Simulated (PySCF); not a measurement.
# Atomic charges against the basis set

C6H5F.
Bonds: F1–C2, C2–C3 (double), C3–C4, C4–C5 (double), C5–C6, C6–C7 (double), C3–C7. Hydrogens: H8 on C2; H9 on C4; H10 on C5; H11 on C6; H12 on C7.

PBE0 throughout (PySCF), one geometry, spherical d and f functions. Geometry: PBE0-D3(BJ)/def2-SVP; no solvent, vibrations or thermal averaging. The first 7 of 12 kinds of atom are listed.

Mulliken charges (e):

```
        basis  functions      F1      C2      C3      C4      C5      C6      C7
       STO-3G         40  -0.035  +0.052  -0.036  -0.103  -0.095  -0.093  -0.107
        6-31G         73  -0.286  +0.120  -0.103  -0.116  -0.206  -0.196  -0.113
     pcSseg-0         73  -0.329  +0.276  -0.361  -0.155  -0.256  -0.258  -0.133
       6-31G*        108  -0.271  +0.133  +0.001  -0.180  -0.193  -0.185  -0.176
      cc-pVDZ        123  -0.136  +0.223  -0.078  -0.023  -0.010  -0.005  -0.011
     def2-SVP        123  -0.173  +0.201  -0.088  -0.008  -0.034  -0.029  -0.003
  aug-cc-pVDZ        206  -0.517  +1.317  +0.593  +0.427  +0.186  +0.333  +0.253
6-311+G(2d,p)        219  -0.243  +0.027  +0.819  -0.640  -0.086  -0.086  -0.386
    def2-TZVP        247  -0.155  +0.104  +0.151  -0.246  -0.125  -0.079  -0.286
      cc-pVTZ        280  -0.131  +0.117  +0.050  -0.188  -0.128  -0.120  -0.187
     IGLO-III        295  -0.205  +0.129  +0.166  -0.189  -0.095  -0.077  -0.198
     pcSseg-2        322  -0.228  +0.273  +0.168  -0.215  +0.015  -0.008  -0.186
```

IAO charges (e):

```csv
basis,functions,F1,C2,C3,C4,C5,C6,C7
STO-3G,40,-0.048,+0.070,-0.077,-0.159,-0.148,-0.146,-0.165
6-31G,73,-0.222,+0.160,-0.040,-0.187,-0.162,-0.157,-0.189
pcSseg-0,73,-0.209,+0.176,-0.061,-0.182,-0.161,-0.158,-0.182
6-31G*,108,-0.230,+0.197,-0.047,-0.182,-0.158,-0.152,-0.184
cc-pVDZ,123,-0.230,+0.194,-0.045,-0.184,-0.161,-0.154,-0.187
def2-SVP,123,-0.230,+0.199,-0.047,-0.180,-0.157,-0.150,-0.183
aug-cc-pVDZ,206,-0.244,+0.195,-0.042,-0.188,-0.167,-0.157,-0.194
"6-311+G(2d,p)",219,-0.245,+0.194,-0.042,-0.188,-0.167,-0.157,-0.193
def2-TZVP,247,-0.244,+0.199,-0.043,-0.187,-0.166,-0.157,-0.193
cc-pVTZ,280,-0.242,+0.198,-0.043,-0.187,-0.166,-0.157,-0.192
IGLO-III,295,-0.245,+0.196,-0.042,-0.189,-0.167,-0.158,-0.194
pcSseg-2,322,-0.245,+0.199,-0.043,-0.188,-0.166,-0.157,-0.194
```

Hirshfeld charges (e):

```tsv
basis	functions	F1	C2	C3	C4	C5	C6	C7
STO-3G	40	+0.013	+0.078	-0.032	-0.059	-0.045	-0.042	-0.062
6-31G	73	-0.066	+0.078	-0.027	-0.074	-0.057	-0.054	-0.074
pcSseg-0	73	-0.054	+0.085	-0.033	-0.073	-0.056	-0.053	-0.074
6-31G*	108	-0.055	+0.079	-0.031	-0.073	-0.059	-0.055	-0.073
cc-pVDZ	123	-0.044	+0.075	-0.035	-0.071	-0.058	-0.053	-0.073
def2-SVP	123	-0.051	+0.081	-0.033	-0.072	-0.058	-0.054	-0.075
aug-cc-pVDZ	206	-0.060	+0.081	-0.039	-0.074	-0.063	-0.057	-0.076
6-311+G(2d,p)	219	-0.063	+0.082	-0.042	-0.073	-0.062	-0.056	-0.075
def2-TZVP	247	-0.059	+0.081	-0.038	-0.073	-0.062	-0.056	-0.076
cc-pVTZ	280	-0.055	+0.080	-0.036	-0.073	-0.061	-0.056	-0.076
IGLO-III	295	-0.060	+0.081	-0.038	-0.073	-0.062	-0.056	-0.076
pcSseg-2	322	-0.061	+0.082	-0.036	-0.073	-0.062	-0.056	-0.076
```

Problem. Which scheme is steadiest as the basis changes?

Solution. Largest range over the bases for any column: Hirshfeld 0.08 e, IAO 0.20 e, Mulliken 1.29 e. Hirshfeld charges move least and Mulliken charges most, counted in e. Without the minimal STO-3G basis the ranges are Hirshfeld 0.02, IAO 0.04, Mulliken 1.29 e.

Problem. How much do the charges still move between the two largest bases, IGLO-III and pcSseg-2?

Solution. At most, over all atoms: Mulliken 0.143 e, IAO 0.003 e, Hirshfeld 0.002 e.

Problem. What do the same runs give for the total energy, the frontier levels and the dipole moment?

Solution. 
```csv
basis,energy (Eh),HOMO (eV),LUMO (eV),μ (D)
STO-3G,-326.8194,-4.21,0.86,1.37
6-31G,-330.9737,-6.23,-1.68,1.14
pcSseg-0,-330.3139,-6.55,-1.97,1.25
6-31G*,-331.0480,-6.10,-1.52,0.97
cc-pVDZ,-331.0787,-6.27,-1.72,0.99
def2-SVP,-330.8151,-6.37,-1.82,1.03
aug-cc-pVDZ,-331.0969,-6.44,-1.95,0.97
"6-311+G(2d,p)",-331.1510,-6.44,-1.96,0.99
def2-TZVP,-331.1814,-6.41,-1.90,0.98
cc-pVTZ,-331.1702,-6.38,-1.85,0.97
IGLO-III,-331.1869,-6.44,-1.95,0.98
pcSseg-2,-331.1806,-6.46,-1.96,1.01
```

The dipole is fixed by the density alone, so its range of 0.40 D shows that the density itself changes with the basis, not only its division among atoms.
